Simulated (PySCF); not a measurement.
## A parent and its derivatives

Theory: TDDFT CAM-B3LYP/def2-SVPD, vertical, gas phase, core orbitals frozen in the response in PySCF 2.14.0, density-fitted response routines. Geometries: GFN2-xTB; one conformer of each isolated species. Triplets are in the Tamm–Dancoff approximation. 'Strongest' means the level of largest summed f among the lowest 8 singlets; it needn't be the same kind of state in each.

Parent: `[SiH2](OC1=C[C@@H]1F)O`, with lowest singlet excitation energy 6.75 eV, S1–T1 gap 1.85 eV, HOMO–LUMO gap 9.74 eV, lowest triplet energy 4.89 eV, oscillator strength of the strongest level 0.12. Its spectrum: 6.75 eV (f 0.032); 7.04 eV (f 0.017); 7.23 eV (f 0.118); 7.27 eV (f 0.063); 7.77 eV (f 0.010).

Shifts from the parent:

```csv
change,SMILES,Δ S1 (eV),Δ S1−T1 (eV),Δ gap (eV),Δ T1 (eV),Δ f (strongest)
H on C replaced by CH2F,O[SiH2]OC1=C(CF)[C@H]1F,+0.05,-0.01,-0.13,+0.06,+0.01
H on C replaced by CHO,O=CC1=C(O[SiH2]O)[C@@H]1F,-2.69,-1.08,-1.83,-1.60,+0.11
```

(1) Predict the same shifts for this change: H on C replaced by CH3 (`CC1=C(O[SiH2]O)[C@H]1F`).

Results:

(1) Δ lowest singlet excitation energy -0.16 eV, Δ S1–T1 gap -0.27 eV, Δ HOMO–LUMO gap -0.19 eV, Δ lowest triplet energy +0.12 eV, Δ oscillator strength of the strongest level 0.00. Spectrum: 188 nm (f 0.016); 176 nm (f 0.121); 172 nm (f 0.059); 169 nm (f 0.061); 164 nm (f 0.003). S1 falls most with H on C replaced by CHO (-2.69 eV), and it rises most with H on C replaced by CH2F (+0.05 eV). S1 is simply the lowest singlet of each species and needn't be the same kind of state throughout.

Lowest levels of each derivative:
- `CC1=C(O[SiH2]O)[C@H]1F`: 6.59 eV (f 0.016); 7.06 eV (f 0.121); 7.22 eV (f 0.059)
- `O[SiH2]OC1=C(CF)[C@H]1F`: 6.80 eV (f 0.017); 7.08 eV (f 0.093); 7.12 eV (f 0.014)
- `O=CC1=C(O[SiH2]O)[C@@H]1F`: 4.06 eV (f 0.002); 5.06 eV (f 0.224); 5.52 eV (f 0.032)
